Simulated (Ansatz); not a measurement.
Reaction (substitution at a C–C bond): `CCC(C)(C)C(C)C` + `[OH][SbH][SiH3]` → `CC[O][SbH][SiH3]` + `CC(C)C(C)C`

Isolated molecules relaxed with PBE0-D4/def2-TZVP in Ansatz; ΔE leaves out vibrations. CCSD(T)/CBS adds triple-zeta CCSD(T) − MP2 to the extrapolated MP2 energy (def2 sets, frozen cores). DFT in def2-TZVPP. B3LYP here is the variant with VWN-RPA as its local correlation; programs differ in this. def2 core potentials past Kr. For Sb outer-core shells are correlated without core-valence functions, which leaves a few kJ/mol of doubt a bond. Each species was taken in one conformer, which may not be the lowest.

Task: Is it downhill or uphill in electronic energy at CCSD(T)/CBS, and by how much? (Estimate.)

Result: Computed: Uphill: ΔE = +41.8 kJ/mol.

Task: What do these levels give: PBE0, B3LYP, HF/def2-TZVPP, SCS-MP2/def2-TZVPP, CCSD/def2-TZVPP, SCS-MP2/def2-QZVPP? (Estimate.)

Result: The calculation gave: PBE0 27.4, B3LYP 14.2, HF/def2-TZVPP 8.0, SCS-MP2/def2-TZVPP 38.6, CCSD/def2-TZVPP 37.0, SCS-MP2/def2-QZVPP 39.3 kJ/mol.

Largest T1 diagnostic among the species: 0.014.

The D4 term adds +13.2 kJ/mol with B3LYP and +7.7 kJ/mol with PBE0; it sums over pairs of atoms, weighted by their polarisabilities, and B3LYP, whose exchange is more repulsive, gets the larger term. In def2-TZVPP, CCSD(T) changes the Hartree–Fock value by +32.6 kJ/mol (the triples alone add +3.6 kJ/mol) and MP2 by +39.9 kJ/mol. From PBE to PBE0 (25 % exact exchange), in def2-TZVPP and without D4, ΔE moves by +4.2 kJ/mol.
